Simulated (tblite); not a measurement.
Record of a relaxation.

Compound: C₅H₉BrN₂Si.
SMILES with atom numbers: `[CH3:1]/[CH:2]=[N:3]\[C@H:4]([CH2:5][C:6]#[N:7])[SiH2:8][Br:9]` (hydrogens: H10, H11, H12 on C1; H13 on C2; H14 on C4; H15, H16 on C5; H17, H18 on Si8)

Computed with GFN2-xTB (tblite), gas phase: L-BFGS steps from a force-field or distance-geometry start until the largest atomic force falls under 0.01 eV/Å. 10 of its 122 geometries are shown.

Step 0: E = -732.8830 eV, largest atomic force 1.445 eV/Å
```
atom  x, y, z in Å  |  force x, y, z in eV/Å
C1      2.369   -0.684    0.607   -0.477   0.032  -0.318
C2      1.916    0.181   -0.550   -0.804   0.039   0.514
N3      0.737    0.576   -0.810    0.272  -0.270   0.334
C4     -0.415    0.241    0.045    0.627   0.205   0.001
C5     -1.124   -0.999   -0.531   -0.532  -0.044   0.390
C6     -2.092   -1.580    0.402   -0.264  -0.033   0.316
N7     -2.843   -2.026    1.157    0.950   0.562  -0.933
Si8    -1.533    1.792    0.169   -0.782  -0.164  -0.596
Br9    -0.392    3.424    1.136   -0.089  -0.169  -0.090
H10     3.165   -1.333    0.266    0.197  -0.063   0.006
H11     2.748   -0.039    1.398    0.005  -0.042   0.022
H12     1.555   -1.311    0.999    0.307   0.274  -0.069
H13     2.726    0.532   -1.192   -0.386  -0.030  -0.028
H14    -0.093    0.040    1.083    0.057  -0.292  -0.114
H15    -0.382   -1.756   -0.782    0.119  -0.182   0.112
H16    -1.627   -0.746   -1.470   -0.096   0.057   0.089
H17    -1.993    2.214   -1.183    0.337  -0.043   0.536
H18    -2.731    1.481    0.999    0.559   0.164  -0.174
```

Step 13: E = -733.0293 eV, largest atomic force 0.129 eV/Å
```
atom  x, y, z in Å  |  force x, y, z in eV/Å
C1      2.363   -0.675    0.603    0.011  -0.007  -0.013
C2      1.873    0.191   -0.516   -0.042  -0.022   0.019
N3      0.703    0.580   -0.765   -0.101   0.014  -0.007
C4     -0.414    0.229    0.079    0.022  -0.051   0.003
C5     -1.121   -0.991   -0.539   -0.061  -0.023   0.016
C6     -2.080   -1.544    0.381    0.049   0.046  -0.059
N7     -2.811   -1.974    1.148   -0.007   0.031  -0.016
Si8    -1.565    1.754    0.129    0.119  -0.003   0.050
Br9    -0.411    3.374    1.099   -0.003  -0.018  -0.015
H10     3.172   -1.304    0.248    0.104  -0.027  -0.044
H11     2.752   -0.044    1.400    0.038   0.067   0.030
H12     1.589   -1.314    1.023   -0.022   0.026  -0.029
H13     2.630    0.537   -1.215   -0.012   0.002   0.048
H14    -0.092   -0.049    1.096   -0.054   0.030   0.006
H15    -0.380   -1.765   -0.770   -0.009  -0.018   0.010
H16    -1.615   -0.715   -1.474   -0.019  -0.011  -0.008
H17    -1.913    2.229   -1.200    0.040  -0.054   0.030
H18    -2.687    1.486    1.014   -0.055   0.017  -0.021
```

Step 27: E = -733.0515 eV, largest atomic force 0.106 eV/Å
```
atom  x, y, z in Å  |  force x, y, z in eV/Å
C1      2.416   -0.641    0.590   -0.008   0.033  -0.007
C2      1.857    0.220   -0.504    0.013  -0.032   0.036
N3      0.666    0.564   -0.723    0.029  -0.090   0.038
C4     -0.433    0.166    0.120   -0.032  -0.007  -0.003
C5     -1.159   -1.016   -0.546   -0.009  -0.022  -0.014
C6     -2.146   -1.528    0.360   -0.044  -0.014   0.030
N7     -2.898   -1.902    1.135   -0.056  -0.020   0.004
Si8    -1.536    1.722    0.160    0.009   0.004  -0.017
Br9    -0.361    3.334    1.116    0.000  -0.036   0.004
H10     3.243   -1.242    0.212   -0.055   0.090  -0.009
H11     2.801    0.009    1.380    0.000  -0.036  -0.038
H12     1.669   -1.306    1.025    0.043   0.047  -0.025
H13     2.584    0.617   -1.207   -0.021  -0.007   0.040
H14    -0.125   -0.163    1.125    0.044   0.065  -0.011
H15    -0.440   -1.811   -0.770    0.024  -0.037   0.007
H16    -1.629   -0.719   -1.485    0.000   0.058  -0.020
H17    -1.779    2.135   -1.212    0.003   0.031  -0.005
H18    -2.740    1.565    0.965    0.060  -0.028  -0.010
```

Step 40: E = -733.0682 eV, largest atomic force 0.069 eV/Å
```
atom  x, y, z in Å  |  force x, y, z in eV/Å
C1      2.473   -0.571    0.587    0.011  -0.027   0.016
C2      1.843    0.253   -0.490    0.007   0.025   0.025
N3      0.631    0.505   -0.714    0.013  -0.023   0.007
C4     -0.447    0.095    0.144   -0.017  -0.022  -0.014
C5     -1.216   -1.056   -0.522   -0.025  -0.015  -0.001
C6     -2.260   -1.517    0.350   -0.028  -0.014  -0.020
N7     -3.072   -1.869    1.074    0.001   0.020   0.000
Si8    -1.485    1.695    0.148   -0.008  -0.007   0.004
Br9    -0.276    3.244    1.160    0.005  -0.012   0.005
H10     3.305   -1.126    0.161    0.051  -0.004   0.010
H11     2.866    0.076    1.370   -0.001   0.061  -0.033
H12     1.781   -1.275    1.042   -0.068   0.005   0.001
H13     2.539    0.707   -1.190    0.005  -0.022  -0.029
H14    -0.126   -0.228    1.146    0.025  -0.018  -0.033
H15    -0.544   -1.896   -0.735    0.016   0.040   0.029
H16    -1.649   -0.723   -1.469    0.016  -0.018  -0.006
H17    -1.654    2.115   -1.232    0.003   0.032   0.019
H18    -2.717    1.577    0.911   -0.005   0.000   0.021
```

Step 54: E = -733.0901 eV, largest atomic force 0.171 eV/Å
```
atom  x, y, z in Å  |  force x, y, z in eV/Å
C1      2.512   -0.435    0.599    0.005   0.028   0.037
C2      1.823    0.233   -0.552    0.113  -0.124   0.032
N3      0.595    0.362   -0.791   -0.001   0.170   0.006
C4     -0.460   -0.004    0.114    0.126   0.087   0.004
C5     -1.270   -1.136   -0.523    0.028   0.060  -0.014
C6     -2.408   -1.474    0.281   -0.021  -0.055  -0.066
N7     -3.303   -1.745    0.937   -0.075   0.023   0.078
Si8    -1.422    1.650    0.200    0.034   0.003   0.013
Br9    -0.125    3.073    1.298    0.004  -0.065   0.043
H10     3.383   -0.984    0.243   -0.050   0.079  -0.035
H11     2.859    0.326    1.299   -0.006   0.016  -0.010
H12     1.864   -1.127    1.136   -0.016   0.057  -0.035
H13     2.485    0.668   -1.301   -0.085  -0.111   0.051
H14    -0.114   -0.338    1.103    0.030   0.004   0.045
H15    -0.632   -2.021   -0.618   -0.021  -0.050  -0.046
H16    -1.591   -0.833   -1.520   -0.052  -0.029  -0.066
H17    -1.544    2.240   -1.120   -0.031  -0.080  -0.059
H18    -2.660    1.550    0.955    0.018  -0.012   0.021
```

Step 67: E = -733.1254 eV, largest atomic force 0.185 eV/Å
```
atom  x, y, z in Å  |  force x, y, z in eV/Å
C1      2.545   -0.190    0.619    0.032  -0.031   0.037
C2      1.806    0.167   -0.623    0.012  -0.046  -0.046
N3      0.572    0.172   -0.869   -0.058  -0.001   0.001
C4     -0.454   -0.131    0.083   -0.043   0.002   0.021
C5     -1.344   -1.213   -0.545    0.023  -0.008   0.012
C6     -2.590   -1.364    0.149    0.094   0.014  -0.089
N7     -3.577   -1.467    0.714   -0.149  -0.001   0.109
Si8    -1.327    1.560    0.295    0.005   0.003   0.020
Br9     0.092    2.706    1.559   -0.011   0.028  -0.044
H10     3.472   -0.689    0.351    0.046  -0.037   0.020
H11     2.797    0.718    1.161    0.001   0.101   0.055
H12     1.969   -0.833    1.279   -0.029  -0.029   0.040
H13     2.429    0.462   -1.460    0.043   0.056  -0.076
H14    -0.094   -0.498    1.058    0.036  -0.008  -0.032
H15    -0.809   -2.167   -0.513   -0.006  -0.085  -0.050
H16    -1.535   -0.971   -1.594   -0.019   0.067   0.022
H17    -1.404    2.232   -0.989   -0.004   0.012   0.031
H18    -2.558    1.511    1.066    0.027  -0.038  -0.032
```

Step 81: E = -733.1404 eV, largest atomic force 0.096 eV/Å
```
atom  x, y, z in Å  |  force x, y, z in eV/Å
C1      2.552   -0.117    0.635    0.000  -0.002  -0.008
C2      1.820    0.128   -0.642   -0.006   0.018   0.002
N3      0.586    0.085   -0.888    0.016   0.007  -0.006
C4     -0.432   -0.190    0.080    0.000  -0.049  -0.028
C5     -1.379   -1.218   -0.558   -0.019  -0.012  -0.014
C6     -2.631   -1.320    0.140    0.015   0.011  -0.094
N7     -3.631   -1.368    0.691    0.006  -0.023   0.053
Si8    -1.283    1.508    0.328    0.011  -0.028  -0.006
Br9     0.137    2.670    1.565    0.016   0.030   0.020
H10     3.506   -0.594    0.428    0.007  -0.010   0.004
H11     2.749    0.842    1.115   -0.007  -0.003   0.042
H12     1.979   -0.737    1.322    0.045   0.027   0.024
H13     2.439    0.402   -1.492   -0.002  -0.016  -0.001
H14    -0.062   -0.590    1.039   -0.022   0.012  -0.019
H15    -0.902   -2.204   -0.581   -0.003   0.010   0.024
H16    -1.564   -0.918   -1.594   -0.056   0.012   0.008
H17    -1.379    2.210   -0.937   -0.009   0.000  -0.031
H18    -2.514    1.417    1.091    0.006   0.015   0.031
```

Step 94: E = -733.1483 eV, largest atomic force 0.050 eV/Å
```
atom  x, y, z in Å  |  force x, y, z in eV/Å
C1      2.557   -0.105    0.663    0.001   0.012   0.010
C2      1.837    0.112   -0.628   -0.003   0.007   0.010
N3      0.609    0.057   -0.897    0.002  -0.005  -0.003
C4     -0.428   -0.207    0.052   -0.007   0.024   0.004
C5     -1.409   -1.196   -0.601    0.009  -0.008  -0.007
C6     -2.627   -1.315    0.150   -0.003  -0.015  -0.010
N7     -3.587   -1.388    0.768    0.007  -0.009   0.001
Si8    -1.270    1.492    0.323    0.001   0.030  -0.003
Br9     0.133    2.723    1.514    0.043  -0.020  -0.016
H10     3.520   -0.573    0.471   -0.011   0.011   0.007
H11     2.737    0.861    1.139   -0.006  -0.011  -0.015
H12     1.992   -0.723    1.358   -0.012   0.000   0.000
H13     2.470    0.374   -1.473   -0.010  -0.009   0.006
H14    -0.078   -0.626    1.009   -0.007  -0.024  -0.002
H15    -0.948   -2.185   -0.679    0.030  -0.015   0.006
H16    -1.638   -0.856   -1.615   -0.015   0.029   0.014
H17    -1.412    2.169   -0.955   -0.019  -0.004   0.019
H18    -2.466    1.393    1.141   -0.002   0.008  -0.021
```

Step 108: E = -733.1541 eV, largest atomic force 0.030 eV/Å
```
atom  x, y, z in Å  |  force x, y, z in eV/Å
C1      2.541   -0.111    0.697   -0.009   0.000  -0.010
C2      1.844    0.099   -0.608    0.012   0.001  -0.003
N3      0.620    0.051   -0.900   -0.025   0.015  -0.006
C4     -0.435   -0.196    0.033   -0.001   0.001  -0.002
C5     -1.419   -1.171   -0.636    0.002  -0.001  -0.004
C6     -2.592   -1.358    0.170   -0.010  -0.018   0.015
N7     -3.508   -1.480    0.843    0.000  -0.005  -0.012
Si8    -1.268    1.505    0.311    0.009  -0.005   0.005
Br9     0.207    2.737    1.407    0.003   0.011   0.001
H10     3.506   -0.580    0.524   -0.003  -0.001   0.003
H11     2.713    0.859    1.165    0.000   0.003   0.006
H12     1.963   -0.723    1.387   -0.014   0.007  -0.003
H13     2.491    0.345   -1.446    0.012  -0.002   0.000
H14    -0.104   -0.630    0.991    0.000   0.000   0.001
H15    -0.933   -2.140   -0.788    0.000  -0.017   0.003
H16    -1.706   -0.782   -1.617   -0.001   0.010  -0.001
H17    -1.494    2.171   -0.961    0.018  -0.005  -0.009
H18    -2.434    1.411    1.171    0.005   0.005   0.016
```

Step 121: E = -733.1552 eV, largest atomic force 0.010 eV/Å
```
atom  x, y, z in Å  |  force x, y, z in eV/Å
C1      2.528   -0.106    0.701    0.001  -0.003   0.004
C2      1.841    0.101   -0.609   -0.005   0.006  -0.002
N3      0.617    0.052   -0.904    0.008  -0.006   0.001
C4     -0.436   -0.198    0.031    0.003  -0.002  -0.001
C5     -1.422   -1.170   -0.639    0.003   0.000   0.000
C6     -2.589   -1.375    0.172    0.005  -0.004  -0.003
N7     -3.503   -1.516    0.844   -0.003   0.001   0.003
Si8    -1.256    1.508    0.314   -0.001   0.009   0.003
Br9     0.229    2.749    1.387    0.000  -0.001  -0.001
H10     3.492   -0.583    0.538    0.001  -0.001  -0.001
H11     2.704    0.864    1.167    0.000  -0.003  -0.004
H12     1.941   -0.711    1.389   -0.002   0.004   0.002
H13     2.493    0.345   -1.443   -0.003   0.002   0.000
H14    -0.104   -0.636    0.987   -0.002  -0.003  -0.002
H15    -0.932   -2.135   -0.805   -0.006   0.003   0.001
H16    -1.720   -0.772   -1.614    0.004   0.001   0.002
H17    -1.481    2.164   -0.963   -0.001   0.000  -0.003
H18    -2.411    1.425    1.190   -0.003  -0.002   0.001
```

Task: Summarise the path.

Result: The energy falls by 6.28 kcal/mol from step 0 to step 121; nine tenths of that is first reached at step 70. It rises by more than 0.2 meV at step 61. The largest force goes from 1.445 to 0.010 eV/Å. Among the bonds N3–C4 changes most, from 1.473 to 1.431 Å; the atoms move by 0.625 Å rms after alignment.

What follows is the cost of the whole relaxation. Hardware: an Arm Neoverse V1 with one thread, no GPU, shared host. Cost: 1.2 s wall.
